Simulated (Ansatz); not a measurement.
A search over several starts for the lowest SCF solution of diborane 1,1-di F (B2H4F2) at the given spin, in a small basis.

```yaml
crystal:
  periodic: [false, false, false]
  atoms:
    - {symbol: B, position_ang: [0.526342, -0.605238, 0.354946]}
    - {symbol: B, position_ang: [-0.536447, 0.616651, -0.361665]}
    - {symbol: F, position_ang: [1.333641, -1.345085, -0.416623]}
    - {symbol: F, position_ang: [0.538718, -0.807124, 1.679136]}
    - {symbol: H, position_ang: [0.669671, 0.762082, 0.058215]}
    - {symbol: H, position_ang: [-1.235172, 1.247657, 0.373571]}
    - {symbol: H, position_ang: [-0.506705, 0.754806, -1.547832]}
    - {symbol: H, position_ang: [-0.790057, -0.623759, -0.139748]}
basis:
  gaussian: {orbitals: def2-SVP, initial_orbitals: start.molden}
hamiltonian: {xc: pbe0, dispersion: d4}
output: {orbitals: {seedname: orbitals}}
```

The file start.molden holds the orbitals of an earlier run on this structure, at another level or in another basis.

```sh
$ ansatz run in.yaml --threads 2 --pin off --events-out ev --progress --plain --max-ram 4352MiB
```

Shortened log:

```
Functional definition: PBE0
  name "PBE0"
  cite "Adamo & Barone, J. Chem. Phys. 110, 6158 (1999) doi:10.1063/1.478522"
  cite "Perdew, Burke & Ernzerhof, Phys. Rev. Lett. 77, 3865 (1996) doi:10.1103/PhysRevLett.77.3865"
  parent pbe
  parameter a = 0.25
  parameter kappa = 0.804
  parameter beta = 0.06672455060314922
  exchange = (1 - a)*pbe_x(kappa = kappa, mu = beta*pi^2/3) + a*exact_x
  correlation = pbe_c(beta = beta)
836 factors; their error is unknown
mean field evaluation 1: about -6784.0056 eV, gradient 1.1e2 eV
mean field evaluation 2: about -6820.0272 eV, gradient 5.8e1 eV
mean field evaluation 4: about -6841.7206 eV, gradient 3.5e0 eV
mean field evaluation 8: about -6841.8044 eV, gradient 2.1e-4 eV
mean field evaluation 16: about -6841.7970 eV, gradient 2.0e-1 eV
mean field -6841.80437581 eV, -251.4316732695 hartree, gradient 1.7e-5 eV, S^2 0.000000; 1 other end points of the search recorded, 0 dependent functions left out
reference -6841.80439794 eV, -251.4316740827 hartree; 16, 16 occupied and 60, 60 virtual orbitals, 836 factors
Total energy: -6841.88210885 eV, -251.4345299059 hartree
```

It took 0.95 s on 2 threads of Intel Xeon Platinum 8375C on a shared host.
